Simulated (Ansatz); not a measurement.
Calculated with Ansatz (gas phase, PBE0-D4/def2-TZVP geometries, no zero-point term in ΔE). CBS: MP2 limit from def2 TZ/QZ plus the TZ coupled-cluster correction, frozen cores. This one scheme is used for every species. DFT in def2-TZVPP. HSE06 is defined as in plane-wave codes. For Sc outer-core shells are correlated without core-valence functions, which leaves a few kJ/mol of doubt a bond. Scalar relativity is left out up to krypton. One conformer a species, not always the lowest.

Consider the ligand exchange at the Sc–F bond: `[NH2][Sc]([OH])[F]` + CH₃OH → `C[O][Sc]([NH2])[OH]` + H–F.

`[NH2][Sc]([OH])[F]`:

Cartesian coordinates in Å:
```
N -1.442 0.013 -0.174
Sc 0.411 -0.152 0.496
O 1.780 0.286 -0.696
F 0.639 -0.726 2.249
H -2.288 -0.185 0.346
H -1.718 0.313 -1.100
H 2.616 0.452 -1.121
```

CH₃OH:

Z-matrix (Å, degrees):
```
C
O 1 1.409
H 1 1.097 2 112.4
H 1 1.090 2 107.0 3 -118.5
H 1 1.097 2 112.4 3 123.0
H 2 0.959 1 108.5 3 -61.6
```

`C[O][Sc]([NH2])[OH]`:

Cartesian coordinates in Å:
```
C 2.159 0.861 -0.267
O 0.895 0.324 -0.096
Sc -0.717 -0.573 0.212
N -2.378 0.402 -0.286
O -0.918 -2.291 0.941
H 2.284 1.772 0.330
H 2.941 0.153 0.035
H 2.335 1.126 -1.317
H -2.435 1.329 -0.687
H -3.324 0.058 -0.183
H -0.841 -3.161 1.319
```

H–F:

Z-matrix (Å, degrees):
```
F
H 1 0.920
```

```csv
level,ΔE (kJ/mol),difference from CCSD(T)/CBS
PBE-D4,54.7,12.7
BLYP-D4,54.0,12.0
r2SCAN-D4,56.6,14.6
r2SCAN0-D4,54.4,12.4
HSE06-D4,53.2,11.2
HSE06,56.2,14.2
LC-ωPBE,62.1,20.1
CCSD(T)/def2-TZVPP,46.2,4.2
HF/def2-QZVPP,60.6,18.6
HF/CBS(def2),60.6,18.6
CCSD(T)/CBS,42.0,0
```

Largest T1 diagnostic among the species: 0.016.

The D4 term adds −5.1 kJ/mol with B3LYP and −3.0 kJ/mol with PBE0; it sums over pairs of atoms, weighted by their polarisabilities, and B3LYP, whose exchange is more repulsive, gets the larger term. In def2-TZVPP, CCSD(T) changes the Hartree–Fock value by −13.9 kJ/mol (the triples alone add −2.2 kJ/mol) and MP2 by −17.0 kJ/mol. Leaving LDA and LC-ωPBE aside and taking each functional with its dispersion term where it has one, the values, not all of them listed here, spread over 7.7 kJ/mol, from PBE-QIDH to ωB97X-V. LDA lies −9.5 kJ/mol from PBE without D4.

B3LYP here is the variant with VWN-RPA as its local correlation; programs differ in this.
